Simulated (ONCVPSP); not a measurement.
Transferability test, ONCV potential for Se (Z = 34)

- Element: selenium
- Generator: ONCVPSP 4.0.1
- Type: optimised norm-conserving Vanderbilt (ONCV)
- Functional: PBEsol
- Relativity: scalar-relativistic
- Frozen core: [Ar] 3d10
- Valence charge: 6
- Reference configuration: 4s2 4p4
- Partial waves: 4s: rc 1.60 bohr, ncon 4, nbas 7, qcut 3.4 1/bohr, 1 projector; 4p: rc 1.70 bohr, ncon 4, nbas 7, qcut 5.7 1/bohr, 1 projector; d scattering state at 0.08 Ha: rc 1.60 bohr, ncon 3, nbas 6, qcut 5.9 1/bohr, local
- Local potential: the d channel
- Core correction: Teter function, fcfact 3.5, rcfact 1.1

Energies are relative to the spin-unpolarised reference configuration 4s2 4p4; without spin polarisation the order of configurations can differ from experiment.

| valence configuration | charge | ΔE all-electron (eV) | error AE − PS (meV) |
| --- | --- | --- | --- |
| 4s2 4p3 | +1 | 10.850 | -10 |
| 4s2 4p2 | +2 | 31.217 | -48 |

Q: What are ΔE and the potential's error for 4s2 4p3.5?

A: ΔE = 4.310 eV all-electron; the error (AE − PS) is -2.5 meV.

Q: What are ΔE and the potential's error for 4s2 4p1?

A: ΔE = 62.119 eV all-electron; the error (AE − PS) is -116 meV.

Levels in the configuration 4s2 4p1:

```
level  all-electron (eV)  pseudo (eV)
   4s            -49.370      -49.484
   4p            -36.451      -36.522
```

Note: no bound ghost flagged; GHOST(+) flagged for s at 79.7 eV.
